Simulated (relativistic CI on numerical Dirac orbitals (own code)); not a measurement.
# Line list: Forbidden lines, Hg³³⁺

These numbers are calculated, not measured: Dirac-Coulomb-Breit CI, separate exchange-only KLI orbitals for each configuration, model QED (radiative potential, 1s self-energy scaled to tabulated hydrogen-like ionisation energies), unscaled Slater integrals (own radial code, finite nucleus).

Configuration list (outside the closed core [Ar] 3d10): 4s2 4p6 4d10 4f, 4s2 4p6 4d9 4f2, 4s2 4p6 4d10 5s, 4s2 4p5 4d10 4f2, 4s2 4p6 4d10 5p, 4s2 4p6 4d10 5d, 4s 4p6 4d10 4f2, 4s2 4p6 4d9 4f 5s, 4s2 4p6 4d10 5f, 4s2 4p6 4d9 4f 5p, 4s2 4p6 4d10 5g, 4s2 4p6 4d10 6s, 4s2 4p6 4d10 6p, 4s2 4p6 4d10 6d, 4s2 4p5 4d10 4f 5s, 4s2 4p6 4d9 4f 5f, 4s2 4p6 4d10 6f, 4s2 4p6 4d10 7s, 4s 4p6 4d10 5s2, 4s2 4p6 4d10 7d, 4s2 4p6 4d9 4f 6p. Double excitations out of closed p, d and f shells are left out; levels of such configurations are missing from the list, as are those of other unlisted configurations, and high levels can miss mixing partners.

```tsv
λ vac (Å)	Lower	Upper	Type	A (s⁻¹)	log gf
48.779	4s2 4p6 4d10 4f 2F°_5/2 [1]	4s2 4p6 4d9 4f2 2P_1/2 [64]	M2	2.80e+03	-8.70
50.086	4s2 4p6 4d10 4f 2F°_5/2 [1]	4s2 4p6 4d9 4f2 2S_1/2 [52]	M2	1.40e+04	-7.98
51.178	4s2 4p6 4d10 4f 2F°_7/2 [2]	4s2 4p6 4d9 4f2 2H_11/2 [55]	M2	1.39e+04	-7.18
52.288	4s2 4p6 4d10 4f 2F°_5/2 [1]	4s2 4p6 4d9 4f2 4P_1/2 [30]	M2	6.90e+04	-7.25
52.437	4s2 4p6 4d10 4f 2F°_7/2 [2]	4s2 4p6 4d9 4f2 2H_11/2 [42]	M2	8.42e+03	-7.38
52.676	4s2 4p6 4d10 4f 2F°_7/2 [2]	4s2 4p6 4d9 4f2 2H_11/2 [40]	M2	2.78e+04	-6.86
53.183	4s2 4p6 4d10 4f 2F°_7/2 [2]	4s2 4p6 4d9 4f2 4G_11/2 [33]	M2	1.58e+04	-7.09
53.325	4s2 4p6 4d10 4f 2F°_5/2 [1]	4s2 4p6 4d9 4f2 4P_1/2 [18]	M2	2.41e+04	-7.69
53.881	4s2 4p6 4d10 4f 2F°_7/2 [2]	4s2 4p6 4d9 4f2 2H_11/2 [26]	M2	9.27e+02	-8.31
54.777	4s2 4p6 4d10 4f 2F°_7/2 [2]	4s2 4p6 4d9 4f2 4G_11/2 [19]	M2	3.68e+03	-7.70
524.35	4s2 4p6 4d9 4f2 2K_13/2 [6]	4s2 4p6 4d9 4f2 4K_11/2 [59]	M1	7.59e+04	-4.43
586.16	4s2 4p6 4d9 4f2 2K_13/2 [6]	4s2 4p6 4d9 4f2 2H_11/2 [55]	M1	3.47e+03	-5.67
588.96	4s2 4p6 4d9 4f2 4K_15/2 [15]	4s2 4p6 4d9 4f2 2I_13/2 [61]	M1	1.12e+03	-6.09
592.73	4s2 4p6 4d9 4f2 4I_11/2 [12]	4s2 4p6 4d9 4f2 4K_11/2 [59]	M1	1.26e+04	-5.10
610.02	4s2 4p6 4d9 4f2 4H_9/2 [7]	4s2 4p6 4d9 4f2 2H_11/2 [55]	M1	6.68e+02	-6.35
672.95	4s2 4p6 4d9 4f2 4I_11/2 [12]	4s2 4p6 4d9 4f2 2H_11/2 [55]	M1	9.78e+02	-6.10
775.57	4s2 4p6 4d9 4f2 4I_13/2 [25]	4s2 4p6 4d9 4f2 2I_13/2 [61]	M1	1.27e+03	-5.79
959.63	4s2 4p6 4d9 4f2 4G_11/2 [33]	4s2 4p6 4d9 4f2 2I_13/2 [61]	M1	1.95e+03	-5.42
1047.4	4s2 4p6 4d9 4f2 4F_9/2 [11]	4s2 4p6 4d9 4f2 2H_11/2 [40]	M1	8.83e+02	-5.76
1107.7	4s2 4p6 4d9 4f2 4H_9/2 [7]	4s2 4p6 4d9 4f2 4G_11/2 [33]	M1	7.28e+02	-5.79
1373.4	4s2 4p6 4d9 4f2 4G_11/2 [19]	4s2 4p6 4d9 4f2 2H_11/2 [40]	M1	1.51e+03	-5.29
1377.6	4s2 4p6 4d9 4f2 2K_13/2 [6]	4s2 4p6 4d9 4f2 2H_11/2 [26]	M1	1.27e+03	-5.36
1384.6	4s2 4p6 4d9 4f2 2K_13/2 [6]	4s2 4p6 4d9 4f2 4I_13/2 [25]	M1	1.26e+03	-5.30
1424.7	4s2 4p6 4d9 4f2 4K_15/2 [15]	4s2 4p6 4d9 4f2 2I_13/2 [36]	M1	8.81e+02	-5.43
1494.1	4s2 4p6 4d9 4f2 4K_15/2 [15]	4s2 4p6 4d9 4f2 2L_17/2 [35]	M1	1.38e+03	-5.08
1971.8	4s2 4p6 4d10 4f 2F°_5/2 [1]	4s2 4p6 4d10 4f 2F°_7/2 [2]	M1	1.50e+03	-5.15
1976.7	4s2 4p6 4d9 4f2 4I_11/2 [12]	4s2 4p6 4d9 4f2 2H_11/2 [26]	M1	1.07e+03	-5.13
1991.2	4s2 4p6 4d9 4f2 4I_11/2 [12]	4s2 4p6 4d9 4f2 4I_13/2 [25]	M1	1.51e+03	-4.90
2810.7	4s2 4p6 4d9 4f2 4H_9/2 [7]	4s2 4p6 4d9 4f2 4G_11/2 [19]	M1	8.43e+02	-4.92
3187.8	4s2 4p6 4d9 4f2 2K_13/2 [6]	4s2 4p6 4d9 4f2 4K_15/2 [15]	M1	8.00e+02	-4.71
```

Terms are leading LS components. Brackets give the number of a level in order of energy, since labels repeat. The list gives strong lines, with weight on those to low levels, among the lowest 400 of 735 levels, so that lines to higher ones, which can be the strongest, are missing. Levels whose partners in the same complex of configurations lie outside the list can be far off, and so can their lines. Rates are taken at the computed energies, electric ones in the length gauge.

At this charge energies of transitions that change n are usually good to better than 1 %, and those within a shell (Δn = 0) to a few per cent.

LS names give the leading component of a level, which can be under half, so a name can repeat, a term be missing and a line seem to break the LS rules.
